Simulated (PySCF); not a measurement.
A species of formula C4H6Se has this rotational fingerprint, computed with PBE0-D3(BJ)/def2-SVP geometry optimisation, gas phase (PySCF 2.14.0):

- Rotational constants: A = 6296, B = 3059, C = 2114 MHz
- Dipole components: |μa| = 1.63 D, |μb| = 0.00 D, |μc| = 0.00 D
- Inertial defect: -6.39 u·Å²
- κ: -0.55

Task: Which structure is it? (One computed conformer of each.)
A. `C1=CC[Se]C1`
B. `[Se:1]=[CH:2][CH:3]1[CH2:4][CH2:5]1` with Se1–C2–C3–C4 147°
C. `[CH2:1]=[CH:2][CH2:3][CH:4]=[Se:5]` with C1–C2–C3–C4 -114°, C2–C3–C4–Se5 122°

Result: A. It is C1=CC[Se]C1, an asymmetric top, point group C2v. The candidates at the same level (rigid rotor, commonest isotopes):

```csv
SMILES,A (MHz),B (MHz),C (MHz),μa (D),μb (D),μc (D),Δ (u·Å²),point group,rotor
C=CCC=[Se],10988,1205,1144,1.94,0.92,0.10,-23.76,C1,near-prolate asymmetric top
C1=CC[Se]C1,6296,3059,2114,1.63,0.00,0.00,-6.39,C2v,asymmetric top
[Se]=CC1CC1,15742,1245,1224,3.13,0.00,0.22,-24.98,Cs,near-prolate asymmetric top
```

`C=CCC=[Se]` has A 75 % too high; `[Se]=CC1CC1` has A 150 % too high. In the right answer the symmetry axis of this C2v structure is a, so μb and μc vanish by symmetry. No structure here is proved a minimum.
